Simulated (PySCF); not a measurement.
**Trend along the second period: MIr molecules**

PBE0 with triple-zeta basis sets in PySCF, for the lowest determinant that a PBE0 search found; no spin–orbit coupling. De refers to high-spin ground-configuration atoms. A positive dipole means M(−)Ir(+).

```tsv
M	basis	state (unpaired electrons)	Re (Å)	ωe (cm⁻¹)	De (eV)	μ (D)
B	x2c-TZVPPall	triplet (σ ↑, δ ↑)	1.750	950	n/a	1.71
C	x2c-TZVPPall	doublet (σ ↑)	1.619	1202	n/a	2.19
N	def2-TZVPP	singlet (closed shell)	1.576	1276	n/a	1.49
O	def2-TZVPP	quartet (π ↑↑, δ ↑)	1.708	956	n/a	2.87
F	x2c-TZVPPall	triplet (π ↑, δ ↑)	1.845	649	n/a	3.25
```

The shortest bond is that of IrN (1.576 Å), the longest that of IrF (1.845 Å).

The rows differ in basis set, which adds steps of its own.

The state changes along the series, so neighbouring rows are not always alike in their bonding.

De is left out where the level can put another filling of the metal’s s and d shells below the measured ground configuration, by anything from nothing to about 1 eV. Spin–orbit coupling is left out, which matters for elements this heavy, above all for dissociation energies. With d or f electrons several states lie close, and the lowest PBE0 determinant need not be the measured ground state.
